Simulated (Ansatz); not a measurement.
Mulliken charges of AgH$_{4}$NS, SMILES `[NH3+][Ag-][SH]` from r2SCAN/def2-TZVPP in Ansatz (PBE0-D4/def2-TZVP geometry).

```csv
atom,x (Å),y (Å),z (Å),charge (e)
N1,-1.195,0.680,-0.485,-0.308
Ag2,0.469,-0.385,0.444,0.140
S3,2.181,-1.512,1.480,-0.457
H4,-1.951,0.048,-0.723,0.183
H5,-0.901,1.143,-1.337,0.181
H6,-1.569,1.388,0.137,0.182
H7,3.027,-1.429,0.438,0.080
```

Question: By hand: the dipole of these point charges (1 e Å = 4.8032 D).

Answer: Σ q r = (-1.127, 0.782, -0.779) e Å, of length 1.577 e Å = 7.57 D.

Question: How does the dipole of the full density compare? (Best estimate.)

Answer: Ansatz gave: (-1.251, 0.869, -0.863) e Å, 8.41 D; the point charges give 0.90 times that, at 0° from its direction.

Point charges leave out the atoms' own dipoles, such as those of lone pairs, and Mulliken's split depends on the basis, so the close match here is no proof of good charges.
